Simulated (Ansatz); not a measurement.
Reaction (ligand exchange at the Si–I bond): `F[SiH2]I` + `CN[SiH2]O` → `CN([SiH2]O)[SiH2]F` + HI

Calculated with Ansatz (gas phase, PBE0-D4/def2-TZVP geometries, no zero-point term in ΔE). CCSD(T)/CBS adds triple-zeta CCSD(T) − MP2 to the extrapolated MP2 energy (def2 sets, frozen cores). DFT in def2-TZVPP. def2 core potentials past Kr. For I outer-core shells are correlated without core-valence functions, which leaves a few kJ/mol of doubt a bond. One conformer a species, not always the lowest.

CCSD(T)/CBS gives +0.06 eV.

Task: Another level gave +0.03 eV. Which?
A. RPA@PBE/def2-TZVPP
B. PBE0/def2-TZVPP
C. B97M-V/def2-TZVPP
D. r2SCANh-D4/def2-TZVPP

Result: C. B97M-V 0.03, r2SCANh-D4 0.09, RPA@PBE/def2-TZVPP -0.07, PBE0 0.18 eV.

Largest T1 diagnostic among the species: 0.012.

From BLYP to BHLYP (50 % exact exchange), in def2-TZVPP and without D4, ΔE moves by −0.05 eV. At CCSD(T), def2-SVP lies −0.15 eV from the extrapolated value and def2-TZVPP −0.09 eV. The D4 term adds −0.09 eV with B3LYP and −0.05 eV with PBE0; it sums over pairs of atoms, weighted by their polarisabilities, and B3LYP, whose exchange is more repulsive, gets the larger term.

B3LYP here is the variant with VWN-RPA as its local correlation; programs differ in this.
